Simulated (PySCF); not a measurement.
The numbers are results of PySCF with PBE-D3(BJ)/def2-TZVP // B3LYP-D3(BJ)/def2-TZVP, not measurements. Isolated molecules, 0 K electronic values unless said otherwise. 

Reference species (SMILES): `C[N+]C` (triplet; the order of the spin states depends on the level) (charge +1, multiplicity 3).

* **highest occupied spin orbital**: -13.13 eV

Changed species: `C#C[N+]C` (lower triplet) (X = ethynyl, multiplicity 3; the reference has X = methyl, multiplicity 3).

**Question.** Predict the effect on the highest occupied spin orbital.

**Answer.** the highest occupied spin orbital goes up by 0.44 eV, to -12.69 eV.
